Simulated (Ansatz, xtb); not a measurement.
## A geometry optimisation of CH5FGe2 with r2SCAN-D4/def2-SVP

The starting geometry of this gas-phase singlet was built from a drawn formula by distance geometry and a force field; its bonds are those of `[CH][GeH2][GeH2][F]`.

```yaml
atoms:
  - { symbol: C, position_ang: [-0.1476, -0.3958, -1.2179] }
  - { symbol: F, position_ang: [2.0483, -2.1905, 1.6561] }
  - { symbol: Ge, position_ang: [-0.5929, -0.2756, 0.6975] }
  - { symbol: Ge, position_ang: [1.3731, -0.6223, 1.9696] }
  - { symbol: H, position_ang: [-1.0423, -0.2921, -1.8760] }
  - { symbol: H, position_ang: [-1.1921, 1.1346, 0.9829] }
  - { symbol: H, position_ang: [-1.6319, -1.3480, 1.0270] }
  - { symbol: H, position_ang: [1.0192, -0.5137, 3.4920] }
  - { symbol: H, position_ang: [2.4459, 0.4581, 1.6244] }
```

Predict what becomes of its bonds when it is optimised with r2SCAN-D4/def2-SVP.

It rearranges to `[F][GeH2][CH]=[GeH2]`. Contacts that open: Ge3–Ge4 (2.37 → 3.23 Å). Contacts that close: C1–Ge4 (3.54 → 1.91 Å).

The energy falls by 3.36 eV over 32 steps:

| step | E − E(last) (eV) |
| --- | --- |
| 1 | 3.358 |
| 4 | 3.197 |
| 8 | 3.095 |
| 11 | 2.950 |
| 15 | 2.302 |
| 18 | 1.194 |
| 22 | 0.348 |
| 25 | 0.037 |
| 29 | 0.000 |
| 32 | 0.000 |

Final geometry (Å):

| atom | x (Å) | y (Å) | z (Å) |
| --- | --- | --- | --- |
| C | 0.0937 | -0.6175 | 0.1819 |
| F | 2.2739 | -2.0646 | 1.6266 |
| Ge | -1.5343 | -0.2479 | 0.8035 |
| Ge | 1.6606 | -0.4621 | 1.2585 |
| H | 0.1855 | -0.9539 | -0.8581 |
| H | -1.7462 | 0.2308 | 2.2374 |
| H | -2.8026 | -0.3407 | -0.0434 |
| H | 1.3247 | 0.1785 | 2.6136 |
| H | 2.8246 | 0.2324 | 0.5355 |

From the same start GFN2-xTB reaches the same bonding as this run.

The end wasn't checked by frequencies. Run with Ansatz 0.2.0, 3 min on 2 threads of Arm Neoverse N1 (shared host).
